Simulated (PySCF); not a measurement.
Excitations are Tamm–Dancoff values on a coarser integration grid. The basis has no diffuse functions, so Rydberg states are missing or too high.

**H$_{3}$GaO$_{3}$, SMILES `[OH][Ga]([OH])[OH]` (charge 0, multiplicity 1)**

All values below come from PySCF with PBE0-D4/def2-TZVP.

```yaml
HOMO: -8.95 eV
dipole_moment: 0.00 D
HOMO–LUMO gap: 8.07 eV
LUMO: -0.88 eV
S1 excitation (TDA): 6.42 eV
S1 oscillator strength: 0.000
brightest of the four lowest singlets (TDA): 7.37 eV
T1 excitation (TDA): 6.01 eV
S1–T1 gap (TDA): 0.41 eV
total_energy: -58559.90 eV
cost: roughly 110 core-seconds
```

```xyz
7

O      1.3733    -1.1229     0.0260
Ga     0.0000     0.0000    -0.0002
O     -1.6587    -0.6280    -0.0413
O      0.2854     1.7510     0.0153
H      2.2241    -0.6792     0.0479
H     -1.6997    -1.5870    -0.0470
H     -0.5244     2.2661    -0.0008
```
